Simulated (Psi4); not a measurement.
Calculation: SAPT0/jun-cc-pVDZ, frozen core in Psi4.

Psi4 input:

```
molecule {
0 1
C -0.06598906 0.00495694 -0.00882179
F 1.30716272 -0.09809026 0.17502778
H -0.55460989 -0.02239737 0.96603276
H -0.28382839 0.94827549 -0.51132300
H -0.40273538 -0.83274481 -0.62091575
--
0 1
Si 0.32301294 0.36767093 4.04315491
Cl -1.42477708 -0.63754149 3.59095419
H 1.43083118 -0.26160780 3.29827796
H 0.55727140 0.26814197 5.49687547
H 0.16811569 1.77931234 3.64146854
units angstrom
symmetry c1
no_reorient
no_com
}
set basis jun-cc-pvdz
set scf_type df
set freeze_core true
energy('sapt0')
```

Part of the output:

```
    SAPT Results
  --------------------------------------------------------------------------------------------------------
    Electrostatics                 -1.94492598 [mEh]      -1.22045948 [kcal/mol]      -5.10640245 [kJ/mol]
      Elst10,r                     -1.94492598 [mEh]      -1.22045948 [kcal/mol]      -5.10640245 [kJ/mol]

    Exchange                        3.51878250 [mEh]       2.20806935 [kcal/mol]       9.23856218 [kJ/mol]
      Exch10                        3.51878250 [mEh]       2.20806935 [kcal/mol]       9.23856218 [kJ/mol]
      Exch10(S^2)                   3.50910455 [mEh]       2.20199635 [kcal/mol]       9.21315274 [kJ/mol]

    Induction                      -0.55208930 [mEh]      -0.34644126 [kcal/mol]      -1.44951024 [kJ/mol]
      Ind20,r                      -1.15021217 [mEh]      -0.72176903 [kcal/mol]      -3.01988163 [kJ/mol]
      Exch-Ind20,r                  0.85183013 [mEh]       0.53453147 [kcal/mol]       2.23647969 [kJ/mol]
      delta HF,r (2)               -0.25370725 [mEh]      -0.15920371 [kcal/mol]      -0.66610831 [kJ/mol]

    Dispersion                     -1.87371357 [mEh]      -1.17577301 [kcal/mol]      -4.91943429 [kJ/mol]
      Disp20                       -2.07360767 [mEh]      -1.30120846 [kcal/mol]      -5.44425619 [kJ/mol]
      Exch-Disp20                   0.19989410 [mEh]       0.12543544 [kcal/mol]       0.52482190 [kJ/mol]
      Disp20 (SS)                  -1.03680384 [mEh]      -0.65060423 [kcal/mol]      -2.72212809 [kJ/mol]
      Disp20 (OS)                  -1.03680384 [mEh]      -0.65060423 [kcal/mol]      -2.72212809 [kJ/mol]
      Exch-Disp20 (SS)              0.10894845 [mEh]       0.06836618 [kcal/mol]       0.28604411 [kJ/mol]
      Exch-Disp20 (OS)              0.09094566 [mEh]       0.05706926 [kcal/mol]       0.23877779 [kJ/mol]

  Total HF                          1.02176723 [mEh]       0.64116862 [kcal/mol]       2.68264949 [kJ/mol]
  Total SAPT0                      -0.85194634 [mEh]      -0.53460440 [kcal/mol]      -2.23678480 [kJ/mol]
```
